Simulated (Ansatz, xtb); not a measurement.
# Relative energy of two isomers of CH5AlBe

Structure X: `[CH3][Be][AlH2]`, a singlet. Structure Y: `[BeH][AlH][CH3]`, a singlet. Both are isolated molecules in the gas phase, relaxed with B3LYP-D4/def2-TZVP.

X (Å):

| atom | x (Å) | y (Å) | z (Å) |
| --- | --- | --- | --- |
| C | -1.9532 | 0.1466 | 1.1499 |
| Al | 1.8744 | 0.9888 | 0.2799 |
| Be | -0.3549 | 0.4970 | 0.7865 |
| H | -2.4823 | 1.0171 | 1.5554 |
| H | -2.5151 | -0.1811 | 0.2676 |
| H | -2.0415 | -0.6513 | 1.8964 |
| H | 2.3622 | 1.3873 | -1.1842 |
| H | 3.0381 | 0.9557 | 1.3686 |

Y (Å):

```
atom    x (Å)    y (Å)    z (Å)
   C   0.6898   0.9897  -0.1802
  Al  -0.2218   0.6071   1.5226
  Be  -2.2253  -0.5941   1.7194
   H  -3.3680  -1.2797   1.8295
   H   0.5183   1.1886   2.8134
   H   0.8042   2.0713  -0.3130
   H   1.7058   0.5795  -0.1646
   H   0.1837   0.5958  -1.0633
```

Task: Estimate E(Y) − E(X) at the level CCSD(T)/def2-TZVPP.

Result: Calculated at CCSD(T)/def2-TZVPP: E(Y) − E(X) = +13.0 kJ/mol, so structure X lies lower.

The same difference at several levels:

```json
{"level": "GFN2-xTB", "geometry": "GFN2-xTB", "E(Y) − E(X) (kJ/mol)": "−76.3", "departure from the last row (kJ/mol)": "−89.3", "job, with rough time for the two": "optimisation, 0.25 s"}
{"level": "HF/STO-3G", "geometry": "GFN2-xTB", "E(Y) − E(X) (kJ/mol)": "−13.1", "departure from the last row (kJ/mol)": "−26.1", "job, with rough time for the two": "single point, 0.22 s"}
{"level": "r2SCAN-D4/def2-SVP", "geometry": "GFN2-xTB", "E(Y) − E(X) (kJ/mol)": "+22.2", "departure from the last row (kJ/mol)": "+9.1", "job, with rough time for the two": "single point, 1.9 s"}
{"level": "B3LYP-D4/def2-TZVP", "geometry": "B3LYP-D4/def2-TZVP", "E(Y) − E(X) (kJ/mol)": "+16.6", "departure from the last row (kJ/mol)": "+3.6", "job, with rough time for the two": "optimisation, 65 s"}
{"level": "HF/def2-TZVPP", "geometry": "B3LYP-D4/def2-TZVP", "E(Y) − E(X) (kJ/mol)": "+15.0", "departure from the last row (kJ/mol)": "+2.0", "job, with rough time for the two": "part of the CCSD(T) run"}
{"level": "MP2/def2-TZVPP", "geometry": "B3LYP-D4/def2-TZVP", "E(Y) − E(X) (kJ/mol)": "+12.3", "departure from the last row (kJ/mol)": "−0.7", "job, with rough time for the two": "part of the CCSD(T) run"}
{"level": "CCSD(T)/def2-TZVPP", "geometry": "B3LYP-D4/def2-TZVP", "E(Y) − E(X) (kJ/mol)": "+13.0", "departure from the last row (kJ/mol)": "", "job, with rough time for the two": "single point, 24 s"}
```

As drawn, Y has 1 C–Al, 1 Be–H in place of 1 C–Be, 1 Al–H.

GFN2-xTB, HF/STO-3G put the two in the other order. The largest departure from CCSD(T)/def2-TZVPP is that of GFN2-xTB, 89.3 kJ/mol. A small imaginary or near-zero mode remains, so no thermal terms are given.

The correlated steps freeze 6 core orbitals; the last core shell of Be is correlated, in a basis made for valence electrons. Programs: Ansatz 0.2.0, xtb 6.7.1; the last row on 2 threads of Intel(R) Xeon(R) Platinum 8259CL CPU @ 2.50GHz (Skylake/Cascade Lake) on a shared host.
